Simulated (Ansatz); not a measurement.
Consider the formal exchange of groups at a C–C bond: `C[C]1=[CH][AlH]1` + `CF` → `FC[C]1=[CH][AlH]1` + CH₄.

Gas-phase electronic energies from Ansatz, PBE0-D4/def2-TZVP geometries. CCSD(T)/CBS adds triple-zeta CCSD(T) − MP2 to the extrapolated MP2 energy (def2 sets, frozen cores). This one scheme is used for every species. Functionals use def2-TZVPP. One conformer a species, not always the lowest.

| level | ΔE (kJ/mol) | difference from CCSD(T)/CBS |
| --- | --- | --- |
| PBE-D4 | -19.7 | -2.0 |
| BLYP-D4 | -19.9 | -2.2 |
| r2SCAN-D4 | -21.7 | -4.0 |
| r2SCAN0-D4 | -20.6 | -2.9 |
| BLYP | -19.3 | -1.6 |
| HF/def2-SVP | -18.0 | -0.3 |
| CCSD(T)/def2-SVP | -18.5 | -0.8 |
| SCS-MP2/def2-TZVPP | -16.7 | 1.0 |
| CCSD/def2-TZVPP | -18.1 | -0.4 |
| CCSD/CBS(def2) | -17.5 | 0.2 |
| CCSD(T)/CBS | -17.7 | 0 |

Largest T1 diagnostic among the species: 0.013.

Leaving LDA and LC-ωPBE aside and taking each functional with its dispersion term where it has one, the values, not all of them listed here, spread over 3.8 kJ/mol, from B97M-V to PBE-QIDH.
